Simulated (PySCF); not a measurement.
Ge(Cl)(SiH3) (ClGeH3Si), SMILES [SiH3][Ge][Cl] (connectivity only; charge and spin as stated), neutral, multiplicity 1. Heavy atoms are numbered as in [Ge:1]([Cl:2])[SiH3:3]. Hydrogens are named by the atom that carries them.

Geometry: PBE-D3(BJ)/def2-SVP.

Calculation: PBE0/pcSseg-1 (PySCF).

GIAO shieldings, no solvent; atoms alike by connectivity are averaged. δ = σ(ref) − σ: ⁷³Ge against GeH4 (σ = 1658.3 ppm); ³⁵Cl against HCl (σ = 945.9 ppm); ²⁹Si against TMS (σ = 352.7 ppm); ¹H against TMS (σ = 31.56 ppm), references at their B3LYP-D3(BJ)/def2-TZVP geometries, non-relativistic (without spin–orbit terms, shifts of atoms bonded to Cl or Br come out too high).

```csv
nucleus,atoms,count,δ (ppm)
⁷³Ge,Ge1,1,2375.6
³⁵Cl,Cl2,1,721.7
²⁹Si,Si3 (SiH3),1,-79.0
¹H,H on Si3,3,4.23
```
